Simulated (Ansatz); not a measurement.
Consider the ligand exchange at a Ge–C bond: `F[SiH](Cl)C#[C][GeH3]` + `NB(O)Cl` → `NB(Cl)[O][GeH3]` + `C#C[SiH](F)Cl`.

Computed with Ansatz on PBE0-D4/def2-TZVP structures; ΔE is electronic, products minus reactants. CCSD(T)/CBS is the MP2 limit (def2-TZVPP, def2-QZVPP) plus CCSD(T) − MP2 in def2-TZVPP, frozen cores. Functionals use def2-TZVPP. B3LYP here is the variant with VWN-RPA as its local correlation; programs differ in this. For Ge outer-core shells are correlated without core-valence functions, which leaves a few kJ/mol of doubt a bond. Scalar relativity is left out up to krypton. Each species was taken in one conformer, which may not be the lowest.

`F[SiH](Cl)C#[C][GeH3]`:

```xyz
10

F     0.112   -0.138    3.313
Si   -0.780   -0.763    2.159
Cl   -0.592   -2.786    2.237
C    -0.190   -0.160    0.563
C     0.172    0.246   -0.521
Ge    0.757    0.881   -2.223
H    -2.184   -0.398    2.408
H     0.890   -0.324   -3.158
H    -0.292    1.866   -2.748
H     2.108    1.576   -2.030
```

`NB(O)Cl`:

```xyz
7

N     0.528   -0.289   -0.928
B    -0.116    0.189    0.211
O    -0.666   -0.671    1.110
Cl   -0.216    1.953    0.485
H     0.945    0.315   -1.611
H     0.605   -1.272   -1.117
H    -1.081   -0.224    1.850
```

`NB(Cl)[O][GeH3]`:

```xyz
10

N     1.028   -1.299    0.198
B     1.236    0.063   -0.068
Cl    2.927    0.625   -0.185
O     0.267    0.988   -0.244
Ge   -1.502    0.845   -0.090
H     0.121   -1.726    0.245
H     1.795   -1.937    0.308
H    -2.080    1.851   -1.088
H    -1.871    1.186    1.360
H    -1.921   -0.596   -0.437
```

`C#C[SiH](F)Cl`:

Cartesian coordinates in Å:
```
C 1.944 -0.107 0.423
C 0.761 -0.043 0.202
Si -1.011 0.104 -0.120
F -1.774 -1.027 0.688
Cl -1.369 -0.172 -2.101
H 2.991 -0.169 0.617
H -1.542 1.413 0.292
```

| level | ΔE (kJ/mol) |
| --- | --- |
| r2SCAN-D4 | 3.7 |
| B3LYP-D4 | -1.2 |
| HF/def2-TZVPP | -6.8 |
| SCS-MP2/def2-QZVPP | 0.4 |

Problem. What does CCSD(T)/CBS give? (Estimate.)

Solution. The calculation gave: +2.1 kJ/mol. The listed levels differ from it by 1.6, -3.3, -8.9, -1.7 kJ/mol.

Largest T1 diagnostic among the species: 0.012.

Leaving LDA and LC-ωPBE aside and taking each functional with its dispersion term where it has one, the values, not all of them listed here, spread over 12.1 kJ/mol, from BHLYP-D4 to PBE-D4. In def2-TZVPP, CCSD(T) changes the Hartree–Fock value by +9.4 kJ/mol (the triples alone add +1.0 kJ/mol) and MP2 by +11.7 kJ/mol. From BLYP to BHLYP (50 % exact exchange), in def2-TZVPP and without D4, ΔE moves by −3.8 kJ/mol.
